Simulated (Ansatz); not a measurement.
C2H9FSi2, SMILES F[SiH2][C@@H]([SiH3])C.

Coordinates come from a PBE0-D3(BJ)/def2-SVP optimisation. The structure was generated by enumeration; whether it is a known compound was not checked. One conformer was computed; it need not be the lowest.

Two levels are set side by side: PBE/def2-SVPD (Ansatz, a program for electronic structure) and PBE0/def2-SVPD (Ansatz). Energy differences of separate SCF runs at the same geometry; the states with an electron removed or added have multiplicity 2 and 2. Differences are taken from unrounded values.

```
quantity                            PBE0    PBE  PBE minus PBE0
---------------------------------  -----  -----  --------------
vertical ionisation energy (eV)    10.41  10.07           -0.35
vertical singlet–triplet gap (eV)   6.75   6.27           -0.48
```
